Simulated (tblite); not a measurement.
C7H7FO.
Numbering: `[CH3:1][O:2][C@@:3]12[CH:4]=[CH:5][C@@H:6]1[CH:7]=[C:8]2[F:9]` (hydrogens: H10, H11, H12 on C1; H13 on C4; H14 on C5; H15 on C6; H16 on C7)

Computed with GFN2-xTB (tblite), gas phase: Langevin dynamics at 600 K from the optimised GFN2-xTB geometry, time step 0.5 fs, friction 0.01 fs⁻¹, 2000 steps. Over the second half of the run the saved frames average 611 K.

The optimised geometry, where the run starts:
```
atom  x, y, z in Å
C1      2.091   -1.161    0.060
O2      1.181   -0.510   -0.807
C3      0.074    0.008   -0.157
C4      0.176    1.295    0.660
C5     -0.797    1.902   -0.008
C6     -1.077    0.731   -0.929
C7     -2.015   -0.298   -0.329
C8     -1.038   -0.909    0.328
F9     -0.996   -1.931    1.188
H10     2.894   -1.531   -0.574
H11     2.501   -0.465    0.799
H12     1.619   -2.000    0.579
H13     0.807    1.559    1.487
H14    -1.288    2.853    0.075
H15    -1.061    0.873   -2.001
H16    -3.080   -0.408   -0.383
```

t = 475 fs, T = 631 K, E(pot) 1.155 eV above the start
```
atom  x, y, z in Å  |  force x, y, z in eV/Å
C1      0.949   -0.235   -0.045    0.784   0.464  -1.012
O2      0.109   -1.017    0.859    1.722   0.573  -1.778
C3     -1.107   -0.443    1.038   -1.422  -4.408  -0.607
C4     -1.298    0.816    1.605   -1.118   4.040   0.808
C5     -2.281    1.158    0.748    0.486  -0.646  -0.306
C6     -2.234   -0.170   -0.060    2.978   2.460  -1.651
C7     -3.014   -1.300    0.460   -1.618  -0.375  -1.046
C8     -2.226   -1.461    1.475    2.664  -1.448   1.554
F9     -2.050   -2.373    2.450   -0.550   0.389  -0.140
H10     1.394   -0.811   -0.936   -0.747   0.103   1.562
H11     0.479    0.645   -0.554   -0.479  -0.801   0.632
H12     1.798    0.261    0.476   -0.361  -0.761   0.168
H13    -0.785    1.277    2.454   -0.456  -0.063  -0.471
H14    -2.889    1.980    0.501   -0.516   0.715   0.310
H15    -1.807   -0.056   -1.145   -1.305  -0.407   1.775
H16    -3.914   -1.761    0.094   -0.061   0.166   0.201
```

t = 625 fs, T = 553 K, E(pot) 1.216 eV above the start
```
atom  x, y, z in Å  |  force x, y, z in eV/Å
C1      1.304   -0.325    0.098   -1.830   3.119   0.029
O2      0.314   -1.013    0.790    1.685  -0.738   0.978
C3     -0.945   -0.495    0.972    2.773  -0.201   1.175
C4     -1.396    0.925    1.289   -2.040  -0.604  -3.096
C5     -2.336    0.860    0.296    2.082  -0.001   0.751
C6     -1.940   -0.547   -0.098   -3.861   0.371  -1.946
C7     -2.807   -1.481    0.787    3.462   0.223   1.173
C8     -1.732   -1.509    1.650   -4.071  -0.692   0.771
F9     -1.678   -1.904    2.933    0.228  -0.241  -0.164
H10     0.769    0.296   -0.632    0.145   0.363  -0.307
H11     1.937    0.372    0.662   -0.296  -0.117   0.625
H12     1.940   -0.899   -0.450    1.480  -2.322  -1.161
H13    -1.292    1.709    1.944    0.835   0.928   1.468
H14    -3.046    1.509   -0.150   -0.383   0.302   0.102
H15    -1.810   -0.829   -1.132    0.179   0.030  -0.092
H16    -3.821   -1.757    0.854   -0.391  -0.420  -0.306
```

t = 725 fs, T = 687 K, E(pot) 1.078 eV above the start
```
atom  x, y, z in Å  |  force x, y, z in eV/Å
C1      1.524   -0.341    0.244    0.938  -1.147   2.525
O2      0.631   -0.930    1.246   -0.107   0.680  -0.754
C3     -0.695   -0.577    1.296   -0.739  -1.601   0.227
C4     -1.118    0.847    1.424   -0.039   0.836  -1.081
C5     -1.909    0.822    0.342    0.197   0.396   0.888
C6     -1.807   -0.703    0.132   -0.313   1.479   2.503
C7     -2.683   -1.473    1.186    1.887   1.287   0.026
C8     -1.665   -1.444    2.086   -1.680   0.581  -3.352
F9     -1.669   -1.989    3.232    0.629  -0.989   3.013
H10     2.326    0.118    0.887   -0.291  -0.553  -0.711
H11     1.839   -1.247   -0.244    0.780  -0.100  -0.448
H12     1.298    0.384   -0.483   -1.446   0.767  -0.442
H13    -0.818    1.628    2.101    0.058  -0.157  -0.047
H14    -2.438    1.699   -0.003   -0.396  -0.657  -0.523
H15    -1.561   -1.176   -0.761    0.068  -0.449  -1.364
H16    -3.751   -1.564    1.331    0.454  -0.374  -0.459
```

t = 850 fs, T = 573 K, E(pot) 1.041 eV above the start
```
atom  x, y, z in Å  |  force x, y, z in eV/Å
C1      1.609    0.129    0.598   -2.763  -0.238   0.472
O2      0.683   -0.290    1.679    0.367  -0.800  -0.117
C3     -0.728   -0.313    1.615    0.817  -0.825   1.021
C4     -1.530    0.952    1.851   -0.551  -0.956  -2.043
C5     -2.380    0.603    0.855   -0.533   1.675   1.064
C6     -1.753   -0.719    0.479    1.360   1.742   0.730
C7     -2.208   -1.833    1.328   -0.932  -0.390   0.521
C8     -1.438   -1.493    2.367    0.354   1.157  -1.763
F9     -1.365   -1.661    3.652   -0.006  -0.826   1.097
H10     2.205   -0.720    0.180   -0.406   0.906   0.785
H11     0.928    0.544   -0.140    0.180  -0.122  -0.785
H12     2.057    1.000    1.039    1.168  -0.137   0.037
H13    -1.383    1.781    2.500   -0.054   0.085   0.162
H14    -3.310    1.110    0.585    0.401  -0.534  -0.217
H15    -1.297   -0.786   -0.459   -0.010  -0.467  -1.536
H16    -3.120   -2.380    1.095    0.605  -0.268   0.571
```

t = 900 fs, T = 610 K, E(pot) 1.249 eV above the start
```
atom  x, y, z in Å  |  force x, y, z in eV/Å
C1      1.535    0.335    0.834   -2.664  -0.776  -0.748
O2      0.583   -0.305    1.777    0.911   1.414   0.995
C3     -0.743   -0.198    1.647   -1.356  -0.553  -1.245
C4     -1.565    1.056    1.425    0.957   1.159   1.663
C5     -2.303    0.528    0.479   -1.966   0.676  -2.794
C6     -1.537   -0.735    0.383   -0.437  -2.538   0.346
C7     -2.108   -1.869    1.358   -0.054   0.817  -0.998
C8     -1.493   -1.324    2.381    1.604   0.806   0.529
F9     -1.173   -1.585    3.646   -0.678  -0.386   0.160
H10     1.664   -0.644    0.402    1.707   0.453  -1.399
H11     1.121    1.124    0.068    0.454  -1.417   1.686
H12     2.281    0.704    1.487    0.833   0.361   0.047
H13    -1.445    1.986    1.985   -0.516  -0.336  -0.343
H14    -3.176    0.850   -0.206    1.481  -0.377   1.491
H15    -1.062   -1.120   -0.547   -0.455   0.513   0.737
H16    -2.827   -2.664    1.250    0.179   0.183  -0.128
```

t = 975 fs, T = 703 K, E(pot) 1.322 eV above the start
```
atom  x, y, z in Å  |  force x, y, z in eV/Å
C1      1.604    0.553    0.733   -1.983   2.881   3.428
O2      0.726    0.454    1.908   -1.329  -0.728  -1.570
C3     -0.623    0.237    1.594   -0.548  -0.414   0.194
C4     -1.726    1.330    1.165    1.649   0.025   0.707
C5     -2.174    0.519    0.238   -2.705  -0.745  -2.363
C6     -1.329   -0.735    0.386    1.514   2.908   1.371
C7     -1.895   -1.480    1.534   -0.177  -1.337  -0.201
C8     -1.328   -0.776    2.503   -0.511  -0.409  -0.925
F9     -1.556   -0.907    3.795    0.346   0.492   0.771
H10     1.341    0.026   -0.068   -1.266  -2.719  -2.810
H11     1.446    1.583    0.452    1.009   0.719  -0.223
H12     2.467    0.241    1.189    2.491  -0.104   0.386
H13    -1.963    2.349    1.567    0.349  -1.464  -0.542
H14    -3.120    0.453   -0.408    1.416   0.690   0.891
H15    -0.777   -1.159   -0.463   -0.409   0.134   0.590
H16    -2.603   -2.292    1.464    0.154   0.071   0.297
```

t = 1000 fs
```
atom  x, y, z in Å
C1      1.403    0.689    0.674
O2      0.660    0.601    1.816
C3     -0.693    0.230    1.630
C4     -1.593    1.314    1.159
C5     -2.145    0.627    0.153
C6     -1.283   -0.594    0.447
C7     -1.811   -1.577    1.559
C8     -1.364   -0.781    2.595
F9     -1.691   -0.594    3.818
H10     1.473   -0.198    0.048
H11     0.984    1.503    0.162
H12     2.433    0.814    1.087
H13    -1.542    2.285    1.580
H14    -2.915    0.696   -0.762
H15    -0.639   -0.957   -0.331
H16    -2.472   -2.388    1.504
```

Q: Estimate the potential energy and the forces of this last frame.

A: 1.050 eV above the start.

```tsv
atom	Fx (eV/Å)	Fy (eV/Å)	Fz (eV/Å)
C1	1.876	-0.446	0.509
O2	-1.408	-1.527	1.764
C3	0.442	-0.320	0.408
C4	-0.803	0.695	-0.571
C5	-0.772	-0.352	-1.426
C6	-0.020	-1.560	1.500
C7	1.027	2.872	0.882
C8	-0.120	-0.588	-4.986
F9	-0.151	-0.140	2.022
H10	-0.404	-0.324	-0.040
H11	0.227	1.310	-1.473
H12	-0.529	0.521	-0.647
H13	-0.615	0.687	-0.052
H14	1.722	0.228	2.458
H15	-0.034	-0.323	-0.286
H16	-0.440	-0.735	-0.062
```

The bond farthest from its length at the start is C5–H14 (1.197 against 1.073 Å), and half the difference of its two atoms' forces along it is -2.27 eV/Å (positive lengthens). The largest atomic force is 5.02 eV/Å.

What follows is the cost of the whole dynamics run. Hardware: Arm Neoverse V1, one thread (shared host). Cost: 13 s of wall time, 0.19 GiB resident at most.
